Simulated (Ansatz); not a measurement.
`B[SiH2][B](O)[AlH2]` + `O[SiH3]` → `O[BH][AlH2]` + `B[SiH2][SiH2]O`  (redistribution)

Calculated with Ansatz (gas phase, PBE0-D4/def2-TZVP geometries, no zero-point term in ΔE). CBS: MP2 limit from def2 TZ/QZ plus the TZ coupled-cluster correction, frozen cores. DFT in def2-TZVPP. One conformer a species, not always the lowest.

```csv
level,ΔE (kJ/mol)
ωB97M-V,-19.6
PBE0,-15.2
```

What does CCSD(T)/CBS give? (Best estimate.)

Ansatz gave: -21.4 kJ/mol. The listed levels differ from it by 1.8, 6.2 kJ/mol.

Largest T1 diagnostic among the species: 0.020, so the coupled-cluster value is less sure than usual.

From PBE to PBE0 (25 % exact exchange), in def2-TZVPP and without D4, ΔE moves by −10.6 kJ/mol. The D4 term adds +3.6 kJ/mol with B3LYP and +2.0 kJ/mol with PBE0; it sums over pairs of atoms, weighted by their polarisabilities, and B3LYP, whose exchange is more repulsive, gets the larger term.

B3LYP here is the variant with VWN-RPA as its local correlation; programs differ in this.
